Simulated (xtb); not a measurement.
The xtb input:
```
$ xtb mol.xyz --gfn 2 --chrg 1 --uhf 1 --json

# file mol.xyz
3

Si     0.86135093    -0.21951955     0.44274278
H      2.20871354    -0.51186238    -0.05259738
Cl    -0.83927215     0.21089035    -0.36151774
```

Q: What is the computed total energy (GFN2-xTB in xtb 6.7.1)?

A: -6.3116 Eh

Q: What is the computed partial charges in atom order (GFN2-xTB)?

A: Si1 0.56, H2 0.19, Cl3 0.25
